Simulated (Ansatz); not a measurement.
An input meant for ZrO₄H₄ (charge 0, singlet).

```yaml
crystal:
  periodic: [false, false, false]
  atoms:
    - {symbol: Zr, position_ang: [-0.155930, -0.171179, -0.032588]}
    - {symbol: O, position_ang: [1.394739, 1.422151, -0.605791]}
    - {symbol: O, position_ang: [1.478496, 0.793197, 0.736196]}
    - {symbol: O, position_ang: [-0.278126, -1.793527, 0.990712]}
    - {symbol: O, position_ang: [-1.789327, 0.851797, -0.038528]}
    - {symbol: H, position_ang: [-0.346640, -2.589740, 1.534199]}
    - {symbol: H, position_ang: [-2.605293, 1.276244, 0.259989]}
    - {symbol: H, position_ang: [2.171770, 1.041622, -1.071441]}
    - {symbol: H, position_ang: [0.130310, -0.830566, -1.772759]}
basis:
  gaussian: {orbitals: def2-SVPD}
hamiltonian: {xc: {name: B2PLYP}, dispersion: d4}
scf: {omitted_lower_state_checks: [starts]}
output: {forces: true}
```

```sh
$ ansatz run in.yaml --threads 4 --pin off --events-out ev --progress --plain --max-ram 3916MiB
```

Output, abridged:

```
Error: invalid value for `hamiltonian.dispersion`: no damping is tabulated for this functional; type it, or the functional that lends it
```

In this input the program holds no damping parameters for this pairing of functional and dispersion term, so they'd have to be typed. The program refused the input.
